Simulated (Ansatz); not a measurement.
Calculation: Ansatz (an electronic-structure program) with frozen-core CCSD(T)/cc-pVTZ // PBE0-D3(BJ)/def2-TZVP.

Ansatz 0.2 input:
```yaml
crystal:
  periodic: [false, false, false]
  atoms:
    - { symbol: F, position_ang: [-1.039725, -0.680949, -0.070979] }
    - { symbol: C, position_ang: [-0.005453, 0.07787, 0.243319] }
    - { symbol: F, position_ang: [1.133806, -0.508183, -0.077483] }
    - { symbol: H, position_ang: [-0.088628, 1.111262, -0.094858] }
basis:
  gaussian: { orbitals: cc-pVTZ }
correlation:
  method: ccsd_t
magnetization:
  spin_polarized: true
  initial_magnetization: 1
```

Output:

```
Functional definition: HF
642 factors; integrals over basis functions are off by at most 1.2e-3 eV
mean field evaluation 1: about -6457.0978 eV, gradient 2.0e1 eV
mean field evaluation 2: about -6457.1043 eV, gradient 2.0e1 eV
mean field evaluation 4: about -6458.8335 eV, gradient 2.7e0 eV
mean field evaluation 8: about -6458.9145 eV, gradient 1.7e-1 eV
mean field evaluation 16: about -6458.8927 eV, gradient 9.2e-1 eV
mean field -6458.91497648 eV, -237.3607473757 hartree, gradient 2.4e-6 eV, S^2 0.756120; 0 other end points of the search recorded, 0 dependent functions left out
3 core orbitals not correlated
reference -6458.91497648 eV, -237.3607473757 hartree; 10, 9 occupied and 91, 92 virtual orbitals, 642 factors
second order -17.35053040 eV of doubles, -0.00000000 eV of singles
cycle   1  -17.17094203 eV  change    1.8e-1 eV  update   8.3e-2
cycle   2  -17.53224307 eV  change   -3.6e-1 eV  update   2.4e-2
cycle   3  -17.62387632 eV  change   -9.2e-2 eV  update   1.5e-2
cycle   4  -17.61101343 eV  change    1.3e-2 eV  update   4.6e-3
cycle   5  -17.61079426 eV  change    2.2e-4 eV  update   2.2e-3
cycle   6  -17.61199062 eV  change   -1.2e-3 eV  update   5.8e-4
cycle   7  -17.61182614 eV  change    1.6e-4 eV  update   2.2e-4
cycle   8  -17.61183737 eV  change   -1.1e-5 eV  update   9.1e-5
cycle   9  -17.61184558 eV  change   -8.2e-6 eV  update   3.5e-5
cycle  10  -17.61182637 eV  change    1.9e-5 eV  update   1.4e-5
perturbative correction -0.54793394 eV, -0.0201362008 hartree
Total energy: -6477.07473678 eV, -238.0281062576 hartree
```

Cost: about 29 core-seconds (a rough figure).
